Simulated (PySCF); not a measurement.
# Correlation energy of O³⁺ (oxygen, charge +3)

[He] 2s2 2p1, 2P determinant. Calculation: PySCF 2.14, in aug-cc-pVDZ (4s3p2d, 23 functions); the non-relativistic Hamiltonian (point nucleus). Frozen: 1s2; 3 electrons correlated.

MP2 pair energies summed by pair of shells (mhartree):

```json
{"pair": "2s-2s", "energy": "-33.83", "share (%)": "66.6"}
{"pair": "2s-2p", "energy": "-16.98", "share (%)": "33.4"}
```

Total MP2 correlation energy: -50.80 mhartree.

Same-spin part -2.33 and opposite-spin part -48.48 mhartree; SCS-MP2 scales them by 1/3 and 6/5 to -58.95 mhartree.

| level | correlation energy (mhartree) |
| --- | --- |
| CCSD | -82.26 |
| (T) | -0.49 |
| CCSD(T) | -82.75 |

Diagnostics: T1 = 0.0053, D1 = 0.0102, largest double amplitude 0.138.

Cost of the coupled-cluster step: 0.23 s of wall time on 1 thread of Neoverse-N1 (shared host), for 3 correlated electrons.

Iterations:

```
CC2 = 0
CCSD nocc = (np.int64(2), np.int64(1)), nmo = (22, 22)
frozen orbitals [[0], [0]]
max_cycle = 100
direct = 0
conv_tol = 1e-08
conv_tol_normt = 1e-06
diis_space = 8
diis_start_cycle = 0
Init t2, MP2 energy = -0.0508046760463918
Init E_corr(UCCSD) = -0.0508046760464002
cycle = 1  E_corr(UCCSD) = -0.0685431526142644  dE = -0.0177384766  norm(t1,t2) = 0.051505
cycle = 2  E_corr(UCCSD) = -0.0758624012677511  dE = -0.00731924865  norm(t1,t2) = 0.0247202
cycle = 3  E_corr(UCCSD) = -0.082347324383635  dE = -0.00648492312  norm(t1,t2) = 0.0122155
cycle = 4  E_corr(UCCSD) = -0.0822332378452486  dE = 0.000114086538  norm(t1,t2) = 0.00063173
cycle = 5  E_corr(UCCSD) = -0.082266254108916  dE = -3.30162637e-05  norm(t1,t2) = 7.58153e-05
cycle = 6  E_corr(UCCSD) = -0.0822547654462997  dE = 1.14886626e-05  norm(t1,t2) = 1.70929e-05
cycle = 7  E_corr(UCCSD) = -0.0822578503271575  dE = -3.08488086e-06  norm(t1,t2) = 5.85045e-06
cycle = 8  E_corr(UCCSD) = -0.0822579240056063  dE = -7.36784489e-08  norm(t1,t2) = 1.74116e-07
cycle = 9  E_corr(UCCSD) = -0.0822579035659777  dE = 2.04396286e-08  norm(t1,t2) = 7.68203e-08
cycle = 10  E_corr(UCCSD) = -0.0822578828003441  dE = 2.07656336e-08  norm(t1,t2) = 3.78646e-08
cycle = 11  E_corr(UCCSD) = -0.0822578838855942  dE = -1.08525013e-09  norm(t1,t2) = 9.67657e-09
UCCSD converged
E(UCCSD) = -71.15793298118497  E_corr = -0.08225788388559424
UCCSD(T) correction = -0.000491559714037148
```
